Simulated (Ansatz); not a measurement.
Ansatz results at the PBE0-D4/def2-TZVP geometry: HOMO–LUMO gap (PBE0/def2-TZVPP) 6.73 eV; HOMO–LUMO gap (PBE/def2-TZVPP) 4.66 eV; HOMO energy (B3LYP/def2-TZVPP) -6.78 eV.

Each molecule was computed in one conformer, which needn't be the lowest.

Task: Which molecule gave them?
A. `C[S][Al]([NH2])[F]`
B. `O=C[NH][SnH2][OH]`
C. `BO[SiH2]Br`
D. `B[SiH2]N=C`

Result: A. The others give `O=C[NH][SnH2][OH]`: 7.50, 5.00, -7.67; `B[SiH2]N=C`: 4.70, 2.28, -6.92; `BO[SiH2]Br`: 7.65, 5.27, -8.36.

B3LYP here is the variant with VWN-RPA as its local correlation; programs differ in this.
